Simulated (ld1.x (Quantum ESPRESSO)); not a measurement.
## nitrogen (N): excitation energies, all-electron against TM

| Property | Result |
| --- | --- |
| Element | N |
| Generator | ld1.x (Quantum ESPRESSO) 7.5 |
| Type | norm-conserving Troullier–Martins (Kleinman–Bylander form) |
| Functional | PBE |
| Relativity | scalar-relativistic |
| Frozen core | [He] |
| Valence charge | 5 |
| Reference configuration | 2s1.75 2p3.25 |
| Partial waves | 2s (bound): rc 1.05 bohr; 2p (bound): rc 1.35 bohr |
| Local potential | all-electron potential smoothed inside 1.30 bohr (lloc = -1) |
| Core correction | Bessel-smoothed model core inside 0.75 bohr |

Energies are relative to the spin-unpolarised reference configuration 2s1.75 2p3.25; without spin polarisation the order of configurations can differ from experiment.

```csv
valence configuration,charge,ΔE all-electron (eV),error AE − PS (meV)
2s2 2p3,0,-2.874,+0.6
2s2 2p2,+1,10.717,+13
2s2 2p1,+2,39.571,+104
2s0 2p5,0,20.167,+29
2s1 2p0,+4,164.472,+883
2s1 2p3,+1,22.498,-7.4
```

Problem. What are ΔE and the potential's error for 2s2 2p3.3?

Solution. ΔE = -4.493 eV all-electron; the error (AE − PS) is 0.0 meV.

Levels in the configuration 2s2 2p1:

| level | all-electron (eV) | pseudo (eV) |
| --- | --- | --- |
| 2s | -49.160 | -49.114 |
| 2p | -37.512 | -37.326 |
